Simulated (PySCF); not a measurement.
GaH4N, SMILES [NH2][GaH2].

The structure is a stationary point at B3LYP-D3(BJ)/def2-TZVP.

Vertical ionisation energy (IE) and electron affinity (EA) in eV. Rows of orbital energies are one-electron estimates. Where ΔSCF, EOM or ADC give a negative EA the extra electron is unbound and the value depends on the basis.

```tsv
level	IE	EA
−ε(HOMO), −ε(LUMO), HF/def2-TZVPD (PySCF)	10.66	-1.60
−ε(HOMO), −ε(LUMO), ωB97X/def2-TZVPD (PySCF)	9.88	-1.03
ADC(2)/aug-cc-pVDZ (PySCF)	[?]	[?]
```

Question: Complete the blanks. (The exact figures need the calculation; the answer reports its results.)

Answer: 
- ADC(2)/aug-cc-pVDZ (PySCF), IE: 8.80
- ADC(2)/aug-cc-pVDZ (PySCF), EA: -0.70

Question: Beyond the first one, list the lowest photoelectron lines from PySCF with ADC(2)/aug-cc-pVDZ with their pole strengths (two spins summed). (An estimate is asked for; the answer gives what the named calculation found.)

Answer: 11.16 eV (1.87), 11.71 eV (1.79), 15.27 eV (1.73), 15.33 eV (1.80).
